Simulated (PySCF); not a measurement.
## Energy of La⁺ (lanthanum, charge +1) between two integer charges

The 5d alpha orbital of [Xe] 5d2 is emptied in steps (occupation f), with all orbitals relaxed, ending at [Xe] 5d1. Calculation: PySCF 2.14, in def2-SVP with the def2 core potential (46 electrons) (6s3p2d1f, 32 functions); a scalar-relativistic core potential. The exact energy is a straight line in f; departures are measured from the line between the end points of the same method.

```csv
f,PBE (eV)
1,0.000
0.9,-0.321
0.7,-0.744
0.5,-0.890
0.3,-0.750
0.1,-0.322
0,0.000
```

Q: For PBE, how does the orbital energy at f = 1 compare with the removal energy?

A: −ε = 7.816 eV against a total-energy difference of 11.315 eV. By Janak's theorem ε = ∂E/∂f, so the gap between them reflects the curvature. Along the path −ε is 8.625 (f = 0.9), 9.877 (f = 0.7), 11.296 (f = 0.5), 12.734 (f = 0.3), 14.176 (f = 0.1) eV.

Reference removal energy between the ground levels: 11.185 eV (measured; NIST Atomic Spectra Database, ionization energies). The calculation has no spin-orbit coupling.
